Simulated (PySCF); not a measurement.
C2H6Se, SMILES C([SeH])C.

Coordinates come from a TPSSh-D3(BJ)/def2-SVP optimisation. The values are those of a single conformer.

Computed with M06-2X/def2-TZVPD run with PySCF.

Isolated molecule, no solvent.

Computed frontier levels, gap, dipole moment and polarisability:
highest occupied level: -7.64 eV
lowest empty level: 0.22 eV
orbital gap: 7.86 eV
dipole moment: 1.61 D
quadrupole, principal values (traceless, Buckingham form, about the centre of nuclear charge): -3.50, 0.00, 3.49 D·Å
mean static polarisability: 56.5 bohr³ (8.38 Å³)
polarisability, principal values: 49.6, 52.4, 67.6 bohr³
